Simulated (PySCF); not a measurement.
In⁺: excitation energy

In⁺ [Kr] 4d10 5s2 (1S) → In⁺ [Kr] 4d10 5s1 5d1 (3D), as a difference of total energies. Calculation: PySCF 2.14, in aug-cc-pV5Z-PP with ECP28MDF (8s8p6d4f3g2h, 139 functions); scalar relativity through the core potential. Correlated levels: valence: 4s2 4p6 4d10 frozen. The calculations carry no spin-orbit coupling.

| method | excitation energy (eV) |
| --- | --- |
| UHF | 11.101 |
| LDA | 12.771 |
| PBE | 12.269 |
| PBE0 | 12.119 |
| r2SCAN | 12.265 |
| BP86 | 12.346 |
| revPBE | 12.093 |
| r2SCANh | 12.236 |
| MP2 (valence) | 11.667 |
| SCS-MP2 (valence) | 11.878 |

**Question.** Which method comes closest to the reference value, and which is furthest?

**Answer.** The reference is 12.674 eV (measured; NIST levels, between the centres of gravity of the two terms). Closest: LDA (error 0.097 eV); furthest: UHF (error -1.573 eV).
